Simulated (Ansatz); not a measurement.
`O[CH]([SiH3])[GeH3]` and `O=CC(O)[SiH3]` differ in one atom or group.

Ansatz, PBE0-D4/def2-TZVP geometries, multiplicity 1. Each molecule was computed in one conformer, which needn't be the lowest.

Scalar relativity is left out up to krypton.

```
                                          property  `O[CH]([SiH3])[GeH3]`
           HOMO–LUMO gap (ωB97M-V/def2-TZVPP) / eV                  11.73
               HOMO energy (B3LYP/def2-TZVPP) / eV                  -7.48
size of the dipole moment (ωB97M-V/def2-TZVPP) / D                   1.35
                 HOMO energy (PBE/def2-TZVPP) / eV                  -6.24
                HOMO energy (PBE0/def2-TZVPP) / eV                  -7.70
             HOMO–LUMO gap (B3LYP/def2-TZVPP) / eV                   7.38
```

Give the same properties after the change, and the shifts. (Best estimate.)

The calculation gave: 
```csv
property,`O=CC(O)[SiH3]`,shift
HOMO–LUMO gap (ωB97M-V/def2-TZVPP) / eV,11.14,-0.59
HOMO energy (B3LYP/def2-TZVPP) / eV,-7.60,-0.12
size of the dipole moment (ωB97M-V/def2-TZVPP) / D,2.29,0.94
HOMO energy (PBE/def2-TZVPP) / eV,-6.35,-0.11
HOMO energy (PBE0/def2-TZVPP) / eV,-7.82,-0.12
HOMO–LUMO gap (B3LYP/def2-TZVPP) / eV,6.15,-1.23
```

With PBE0 the HOMO falls by 0.12 eV and the LUMO falls by 1.34 eV, so the gap narrows by about 1.22 eV. PBE moves the HOMO by -0.11 eV and ωB97M-V by -0.14 eV. Dipoles are sizes alone; their direction can turn.

B3LYP here is the variant with VWN-RPA as its local correlation; programs differ in this.
